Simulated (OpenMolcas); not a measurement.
**Multiconfigurational calculation on Re⁺**

Input:

```
&GATEWAY
Coord
1

Re 0.0 0.0 0.0
Basis=ANO-RCC-VDZP
Group=XYZ
NoMove
AngMom=0.0 0.0 0.0
AMFI
&SEWARD
&RASSCF
FileOrb=start.orb
Symmetry=1
Spin=7
nActEl=6 0 0
Inactive=15 19
Ras2=6 0
CIRoot=1 1 1
SDav=1
CIMx=300
Iter=120 100
PrWF=0.3
OrbListing=Nothing
MaxOrb=0
Atom
>>> COPY $Project.JobIph JOB001
&RASSCF
FileOrb=start.orb
Symmetry=1
Spin=5
nActEl=6 0 0
Inactive=15 19
Ras2=6 0
CIRoot=35 35 1
SDav=35
CIMx=300
Iter=120 100
PrWF=0.3
OrbListing=Nothing
MaxOrb=0
Atom
>>> COPY $Project.JobIph JOB002
&RASSCF
FileOrb=start.orb
Symmetry=1
Spin=3
nActEl=6 0 0
Inactive=15 19
Ras2=6 0
CIRoot=55 55 1
SDav=189
CIMx=300
Iter=120 100
PrWF=0.3
OrbListing=Nothing
MaxOrb=0
Atom
>>> COPY $Project.JobIph JOB003
&RASSCF
FileOrb=start.orb
Symmetry=1
Spin=1
nActEl=6 0 0
Inactive=15 19
Ras2=6 0
CIRoot=10 10 1
SDav=175
CIMx=300
Iter=120 100
PrWF=0.3
OrbListing=Nothing
MaxOrb=0
Atom
>>> COPY $Project.JobIph JOB004
&RASSI
NrOfJobIphs=4 1 35 55 10
1
1 2 3 4 5 6 7 8 9 10 11 12 13 14 15 16 17 18 19 20 21 22 23 24 25 26 27
28 29 30 31 32 33 34 35
1 2 3 4 5 6 7 8 9 10 11 12 13 14 15 16 17 18 19 20 21 22 23 24 25 26 27
28 29 30 31 32 33 34 35 36 37 38 39 40 41 42 43 44 45 46 47 48 49 50 51
52 53 54 55
1 2 3 4 5 6 7 8 9 10
IphNames
JOB001
JOB002
JOB003
JOB004
EJob
SpinOrbit
DIPRint=1.0
SOCoupling=1000.0
Subsets=2
MEES
Property=10
'ANGMOM' 1 'ANGMOM' 2 'ANGMOM' 3 'MLTPL  1' 1 'MLTPL  1' 2 'MLTPL  1' 3
'AMFI' 1 'AMFI' 2 'AMFI' 3 'MLTPL  2' 6
SOProperty=3
'ANGMOM' 1 'ANGMOM' 2 'ANGMOM' 3
```

Launched by
```bash
OMP_NUM_THREADS=1 MOLCAS_MEM=1689 MOLCAS_PROJECT=a pymolcas a.inp > a.log  # once for each step of the input, in one work folder
```

A driver script runs the steps one by one and writes start.orb anew before each from the orbitals found so far.

Output, cut to the results:

```
--- SEWARD ---
Basis set label: RE.ANO-RCC...7S6P4D2F1G.

      Electronic valence basis set:
      ------------------
      Associated Effective Charge  75.000000 au
      Associated Actual Charge     75.000000 au
      Nuclear Model: Point charge

      Shell  nPrim  nBasis  Cartesian Spherical Contaminant
         s      24       7        X
         p      21       6        X
         d      15       4                 X
         f      11       2                 X
         g       4       1                 X
                  Relativistic Douglas-Kroll-Hess integrals:
                    - DKH order of Hamiltonian: 2
                    - DKH order of Properties : 0
                  Atomic mean-field integrals
--- RASSCF ---
Wave function specifications:
      -----------------------------

      Number of closed shell electrons          68
      Number of electrons in active shells       6
      Max number of holes in RAS1 space          0
      Max nr of electrons in RAS3 space          0
      Number of inactive orbitals               34
      Number of active orbitals                  6
      Number of secondary orbitals              28
      Spin quantum number                      3.0
      State symmetry                             1
Orbital specifications:
      -----------------------

      Symmetry species                           1   2
                                                ag  au
      Frozen orbitals                            0   0
      Inactive orbitals                         15  19
      Active orbitals                            6   0
      RAS1 orbitals                              0   0
      RAS2 orbitals                              6   0
      RAS3 orbitals                              0   0
      Secondary orbitals                        15  13
      Deleted orbitals                           0   0
      Number of basis functions                 36  32
      Number of CSFs                             1
      Number of root(s) required                 1
      Iter CI   SX   CI       RASSCF       Energy    max ROT     max BLB   max BLB  Level Ln srch  Step   QN
          iter iter root      energy       change     param      element    value   shift minimum  type update
 Nr of preliminary CI iterations:   1
      Total energies have been shifted. Add               -16000.00 au
        1   1    2    1  -676.37142457    0.00E+00   2.42E-07   15  22 1 -1.53E-07   0.00   0.00    SX    NO
        2   1    1    1  -676.37142457   -1.09E-11   0.00E+00   17  20 2 -2.27E-08   0.00   0.00    SX    NO
        3   1    1    1  -676.37142457   -7.28E-12   0.00E+00   17  20 2 -2.27E-08   0.00   0.00    SX    NO
        4   1    1    1  -676.37142457    3.64E-12   0.00E+00   17  20 2 -2.27E-08   0.00   0.00    SX    NO
      Convergence after  4 iterations
        5   1    1    1  -676.37142457   -1.46E-11   0.00E+00   17  20 2 -2.27E-08   0.00   0.00    SX    NO
      Natural orbitals and occupation numbers for root  1
      sym 1:   1.000000   1.000000   1.000000   1.000000   1.000000   1.000000
::    RASSCF root number  1 Total energy: -16676.37142457
--- RASSCF ---
Wave function specifications:
      -----------------------------

      Number of closed shell electrons          68
      Number of electrons in active shells       6
      Max number of holes in RAS1 space          0
      Max nr of electrons in RAS3 space          0
      Number of inactive orbitals               34
      Number of active orbitals                  6
      Number of secondary orbitals              28
      Spin quantum number                      2.0
      State symmetry                             1
Orbital specifications:
      -----------------------

      Symmetry species                           1   2
                                                ag  au
      Frozen orbitals                            0   0
      Inactive orbitals                         15  19
      Active orbitals                            6   0
      RAS1 orbitals                              0   0
      RAS2 orbitals                              6   0
      RAS3 orbitals                              0   0
      Secondary orbitals                        15  13
      Deleted orbitals                           0   0
      Number of basis functions                 36  32
      Number of CSFs                            35
      Number of root(s) required                35
...
--- RASSI ---
SPIN-FREE ENERGIES:
  (Shifted by EMIN (a.u.) =     -16676.3714245746)

 SF State       Relative EMIN(au)   Rel lowest level(eV)    D:o, cm**(-1)      L_eff

     1             0.0000000000        0.0000000000              0.0000         0.0
     2             0.0984155035        2.6780222781          21599.7063         2.0
     3             0.0984155035        2.6780222781          21599.7063         2.0
     4             0.0984155035        2.6780222781          21599.7063         2.0
     5             0.0984155035        2.6780222781          21599.7063         2.0
     6             0.0984155035        2.6780222781          21599.7063         2.0
     7             0.1152363604        3.1357411127          25291.4577         0.0
     8             0.1172653862        3.1909537177          25736.7774         4.0
     9             0.1172653862        3.1909537177          25736.7774         4.0
    10             0.1172653862        3.1909537177          25736.7774         4.0
    11             0.1172653862        3.1909537177          25736.7774         4.0
    12             0.1172653862        3.1909537177          25736.7774         4.0
    13             0.1172653862        3.1909537177          25736.7774         4.0
    14             0.1172653862        3.1909537177          25736.7774         4.0
    15             0.1172653862        3.1909537177          25736.7774         4.0
    16             0.1172653862        3.1909537177          25736.7774         4.0
    17             0.1334763784        3.6320772872          29294.6789         1.0
    18             0.1334763784        3.6320772872          29294.6789         1.0
    19             0.1334763784        3.6320772872          29294.6789         1.0
    37             0.1465019910        3.9865222642          32153.4705         2.0
    38             0.1465019910        3.9865222642          32153.4705         2.0
...
```

Levels above the lowest, from the spin-orbit matrix, grouped by J:

```json
{"Configuration": "5d⁵ 6s", "Term": "⁷S", "J": "3", "E (cm⁻¹)": "0.0", "Measured (cm⁻¹)": "0.0", "g": "1.987", "Term weight %": "95", "Second": "4 ⁵P"}
{"Configuration": "5d⁵ 6s", "Term": "⁵D", "J": "2", "E (cm⁻¹)": "21079", "Measured (cm⁻¹)": "", "g": "1.543", "Term weight %": "66", "Second": "11 ⁵P"}
{"Configuration": "5d⁵ 6s", "Term": "⁵D", "J": "4", "E (cm⁻¹)": "21277", "Measured (cm⁻¹)": "", "g": "1.491", "Term weight %": "94", "Second": "2 ³F(1)"}
{"Configuration": "5d⁵ 6s", "Term": "⁵D", "J": "3", "E (cm⁻¹)": "21396", "Measured (cm⁻¹)": "", "g": "1.491", "Term weight %": "81", "Second": "9 ⁵P"}
{"Configuration": "5d⁵ 6s", "Term": "⁵D", "J": "1", "E (cm⁻¹)": "22270", "Measured (cm⁻¹)": "", "g": "1.523", "Term weight %": "88", "Second": "4 ³P"}
{"Configuration": "5d⁵ 6s", "Term": "⁵D", "J": "0", "E (cm⁻¹)": "22575", "Measured (cm⁻¹)": "", "g": "", "Term weight %": "90", "Second": "6 ³P"}
{"Configuration": "5d⁵ 6s", "Term": "⁵G", "J": "2", "E (cm⁻¹)": "24863", "Measured (cm⁻¹)": "", "g": "0.428", "Term weight %": "84", "Second": "10 ³F(2)"}
{"Configuration": "5d⁵ 6s", "Term": "⁵G", "J": "3", "E (cm⁻¹)": "25387", "Measured (cm⁻¹)": "19140", "g": "0.975", "Term weight %": "83", "Second": "8 ³F(2)"}
{"Configuration": "5d⁵ 6s", "Term": "⁵S", "J": "2", "E (cm⁻¹)": "25424", "Measured (cm⁻¹)": "", "g": "1.865", "Term weight %": "72", "Second": "20 ⁵D"}
{"Configuration": "5d⁵ 6s", "Term": "⁵G", "J": "4", "E (cm⁻¹)": "26001", "Measured (cm⁻¹)": "20463", "g": "1.168", "Term weight %": "90", "Second": "3 ³F(2)"}
{"Configuration": "5d⁵ 6s", "Term": "⁵G", "J": "5", "E (cm⁻¹)": "26651", "Measured (cm⁻¹)": "20976", "g": "1.270", "Term weight %": "97", "Second": "3 ⁵F"}
{"Configuration": "5d⁵ 6s", "Term": "⁵G", "J": "6", "E (cm⁻¹)": "27006", "Measured (cm⁻¹)": "20782", "g": "1.333", "Term weight %": "99", "Second": ""}
{"Configuration": "5d⁵ 6s", "Term": "⁵P", "J": "3", "E (cm⁻¹)": "29566", "Measured (cm⁻¹)": "", "g": "1.486", "Term weight %": "42", "Second": "33 ³D"}
{"Configuration": "5d⁵ 6s", "Term": "⁵P", "J": "1", "E (cm⁻¹)": "30631", "Measured (cm⁻¹)": "", "g": "2.404", "Term weight %": "91", "Second": "4 ⁵D"}
{"Configuration": "5d⁵ 6s", "Term": "⁵P", "J": "2", "E (cm⁻¹)": "30691", "Measured (cm⁻¹)": "", "g": "1.736", "Term weight %": "70", "Second": "8 ⁵D"}
{"Configuration": "5d⁵ 6s", "Term": "³D", "J": "2", "E (cm⁻¹)": "31065", "Measured (cm⁻¹)": "", "g": "1.263", "Term weight %": "63", "Second": "14 ³P"}
{"Configuration": "5d⁵ 6s", "Term": "¹S", "J": "0", "E (cm⁻¹)": "31592", "Measured (cm⁻¹)": "", "g": "", "Term weight %": "73", "Second": "19 ³P"}
{"Configuration": "5d⁵ 6s", "Term": "³D", "J": "1", "E (cm⁻¹)": "31812", "Measured (cm⁻¹)": "", "g": "0.621", "Term weight %": "82", "Second": "7 ³P"}
{"Configuration": "5d⁶", "Term": "⁵D", "J": "4", "E (cm⁻¹)": "32244", "Measured (cm⁻¹)": "", "g": "1.297", "Term weight %": "36", "Second": "25 5d⁵ 6s ³F(1)"}
{"Configuration": "5d⁶", "Term": "⁵D", "J": "3", "E (cm⁻¹)": "33613", "Measured (cm⁻¹)": "", "g": "1.411", "Term weight %": "38", "Second": "36 5d⁵ 6s ³D"}
{"Configuration": "5d⁵ 6s", "Term": "³G", "J": "5", "E (cm⁻¹)": "34674", "Measured (cm⁻¹)": "", "g": "1.207", "Term weight %": "89", "Second": "6 ⁵F"}
{"Configuration": "5d⁵ 6s", "Term": "³G", "J": "3", "E (cm⁻¹)": "35102", "Measured (cm⁻¹)": "", "g": "1.041", "Term weight %": "46", "Second": "21 ³F(1)"}
{"Configuration": "5d⁵ 6s", "Term": "³G", "J": "4", "E (cm⁻¹)": "35645", "Measured (cm⁻¹)": "", "g": "1.171", "Term weight %": "61", "Second": "29 5d⁶ ⁵D"}
```

Against the 4 measured excited levels shown (NIST Handbook of Basic Atomic Spectroscopic Data) the mean absolute deviation is 5900 cm-1; the largest miss in energy is 5d⁵ 6s ⁵G₃: computed 25387, measured 19140 cm⁻¹ (+32.6 %).

Without dynamic correlation excited terms often stand tens of per cent too high (terms of higher spin than the ground term too low), and those without a measured partner can miss by more than the paired ones. A single d shell beside an s shell can misplace configurations of different d count against each other. Measured partners are found by configuration, term and J. A level has none where our copy of the source lacks it or the pairing is in doubt (some pairs that miss far off the trend of their configuration count as doubtful), and it then counts in no deviation. Levels of configurations outside the active space are missing. The first state left out of the spin-orbit step lies near 45000 cm-1 above the lowest spin-free state of the reference (among the parities and spins computed), and the list stops at four fifths of that energy or lower.

The RASSCF and RASSI steps took 68 s on 1 thread of Arm Neoverse V1, with other jobs on the host; the integral step is not counted.

The term weight is that of the spin-free term in the level, not the purity of its configuration. A number in round brackets counts repeated terms of one configuration in the order of the reference energies.
